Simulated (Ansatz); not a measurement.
Relaxation of F2H3NOTi (8 atoms, charge 0, multiplicity 1), to a largest force component of 0.03 eV/Å in at most 50 steps.

Computed with Ansatz 0.2.0, RKS B3LYP-D4/def2-SVP.

```xyz
8
Properties=species:S:1:pos:R:3
Ti -0.770 0.461 1.061
O 2.032 -0.820 -0.691
N -1.098 -0.307 -0.386
H 1.096 -0.808 -0.954
F -0.069 2.081 0.844
F -1.970 0.191 2.340
H 2.372 -0.001 -1.080
H -1.592 -0.795 -1.134
```

Where does it end, and by what steps?

The forces met the threshold. The force dipped under the threshold on the way, but the program's further checks kept it going. After 14 steps the energy has fallen by 1.242 eV; F6 moved furthest, 1.19 Å. Joined: Ti1–O2 (3.54 → 2.12 Å).

```tsv
step	energy less start (eV)	largest force component (eV/Å)	accepted
0	0.0000	0.378	yes
1	-0.1093	0.770	yes
2	-0.2980	1.196	yes
3	-0.6153	0.758	yes
4	-0.9059	0.870	yes
5	-1.0769	0.794	yes
6	-1.1578	0.695	yes
7	-1.2023	0.785	yes
8	-1.2257	0.845	yes
9	-1.2366	0.364	yes
10	-1.2407	0.111	yes
11	-1.2416	0.088	yes
12	-1.2423	0.026	yes
13	-1.2416	0.076	no
14	-1.2423	0.020	yes
```

```xyz
8
Properties=species:S:1:pos:R:3
Ti -0.434 0.328 0.539
O 1.427 -0.496 -0.070
N -1.421 -0.296 -0.658
H 1.295 -0.891 -0.946
F -0.021 2.062 0.325
F -0.850 -0.193 2.199
H 2.185 0.106 -0.134
H -2.182 -0.620 -1.255
```

The run took 38 s on 2 threads of Intel(R) Xeon(R) Platinum 8488C (Sapphire Rapids), with other jobs on the host, peak memory 0.25 GiB.
